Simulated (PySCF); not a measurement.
**Bonding in `C#CC[Si@@](C)(C#N)NC=O`**

Compound: C6H8N2OSi.
Atom-mapped SMILES: `[CH:1]#[C:2][CH2:3][Si@@:4]([CH3:5])([C:6]#[N:7])[NH:8][CH:9]=[O:10]` (hydrogens: H11 on C1; H12, H13 on C3; H14, H15, H16 on C5; H17 on N8; H18 on C9)

Geometry (GFN2-xTB, Å), atoms numbered from 1 in this order:
```xyz
18
C6H8N2OSi angstrom
C      2.3367   -2.3312   -0.1151
C      1.9371   -1.2676    0.2612
C      1.4237    0.0116    0.6951
Si    -0.0994    0.5361   -0.3348
C     -0.8254    2.2248    0.1234
C      0.3632    0.5171   -2.1530
N      0.6581    0.5337   -3.2591
N     -1.3156   -0.7472   -0.3158
C     -1.8677   -1.0358    0.8741
O     -1.5811   -0.4295    1.8769
H      2.7123   -3.2592   -0.4269
H      2.2172    0.7578    0.6164
H      1.1365   -0.0611    1.7463
H     -0.0902    3.0159    0.0069
H     -1.1616    2.2256    1.1559
H     -1.6781    2.4701   -0.5040
H     -1.5721   -1.2961   -1.1203
H     -2.6023   -1.8587    0.8611
```

Bond orders from the PBE0/pcSseg-1 density (PySCF). One conformer (not necessarily the lowest) at the GFN2-xTB geometry, without solvent, vibrations or thermal averaging.

Question: How far do the computed orders between heavy atoms stray from the drawn ones?

Answer: The largest departure is 0.453, at C1–C2 (drawn triple, 2.547). Drawn single, order above 1.12: N8–C9 (1.202). Drawn single, order below 0.88: C3–Si4 (0.879), Si4–C6 (0.783) and Si4–N8 (0.819). Drawn double or triple, more than 0.30 short of the drawn order: C1–C2 (2.547).

Question: Set the Mayer orders of the bonds between heavy atoms beside their lengths.

Answer: 
```tsv
bond	drawn as	length (Å)	Mayer order
C1–C2	triple	1.197	2.547
C2–C3	single	1.445	1.111
C3–Si4	single	1.912	0.879
Si4–C5	single	1.894	1.016
Si4–C6	single	1.876	0.783
C6–N7	triple	1.145	2.927
Si4–N8	single	1.768	0.819
N8–C9	single	1.343	1.202
C9–O10	double	1.206	1.844
```

Bonds between the same two heavy elements. C–C: lowest C2–C3 (1.111, 1.445 Å), highest C1–C2 (2.547, 1.197 Å). C–Si: lowest Si4–C6 (0.783, 1.876 Å), highest Si4–C5 (1.016, 1.894 Å); in 2 of the 3 pairs the longer bond (by over 0.003 Å) has the higher order (by 0.02 or more). C–N: lowest N8–C9 (1.202, 1.343 Å), highest C6–N7 (2.927, 1.145 Å).

Question: And the bonds to hydrogen?

Answer: C–H: 0.90 to 1.15 (7 bonds); H–N: 0.91 (1 bond).

Question: Sum the orders of all bonds at each heavy atom with more than one neighbour and set the sums beside the valence in the SMILES.

Answer: C1 3.698 (drawn 4), C2 3.658 (drawn 4), C3 3.798 (drawn 4), Si4 3.497 (drawn 4), C5 3.843 (drawn 4), C6 3.710 (drawn 4), N8 2.935 (drawn 3), C9 3.986 (drawn 4). Orders between atoms that aren't bonded are not in these sums.

For a closed shell the Mayer order of atoms A and B is Σ (PS)μν (PS)νμ over the basis functions μ on A and ν on B, with P the density and S the overlap matrix.

These values come from a run that also computed NMR shieldings. Time: 85 s of wall time; peak memory 1.0 GiB. Hardware: one thread, Arm Neoverse N1 (aarch64) (shared host).
